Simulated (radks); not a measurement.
All-electron atom: Tl in [Hg] 6p1 (the NIST ground configuration).

All-electron calculation, scalar-relativistic Kohn-Sham, LDA (Slater exchange, VWN5 correlation), spin-unpolarised, spherical densities, finite nucleus; Fermi nuclear charge, rms radius 5.4759 fm; hard spherical wall at 1.5 bohr. Program: a radial shooting solver on a logarithmic mesh with Libxc functionals.

Energy parts (eV):
| part | energy |
|---|---|
| total | -548695.16 |
| kinetic | 625712.54 |
| electron-nucleus | -1388692.99 |
| Hartree | 224583.27 |
| exchange-correlation | -10297.98 |

Orbitals (lengths in bohr, moments of r in powers of bohr; r(max) is where P^2 peaks):
orbital  occ.  eigenvalue (eV)   r(max)
1s          2        -85320.19  0.01004
2s          2        -15043.81  0.05820
2p          6        -12923.14  0.04835
3s          2        -3464.395   0.1642
3p          6        -2854.028   0.1641
3d         10        -2217.325   0.1336
4s          2        -653.8027   0.3703
4p          6        -455.2506   0.3910
4d         10        -221.8125   0.3988
5s          2          -2.1090   0.8262
4f         14          35.7450   0.3653
5p          6          58.6724   0.9010
5d         10         141.6244   0.9783
5f          0         242.6364    1.046
6s          2         310.8572    1.185
6p          1         379.2141    1.206
6d          0         467.5699    1.225
7s          0         797.7570    1.297

The highest occupied level is 6p at 379.21 eV. The configuration is held as typed, so some empty levels lie below it. Summed over all electrons, <r^2> = 27.13 bohr^2, which gives a Langevin (diamagnetic) susceptibility term of -21.5 x 10^-6 cm^3/mol. The pressure on the wall is 201000 GPa. The electron density at the nucleus is 2.713e+06 e/bohr^3 (large components only). The density falls to 0.001 e/bohr^3 at r = 1.49 bohr.
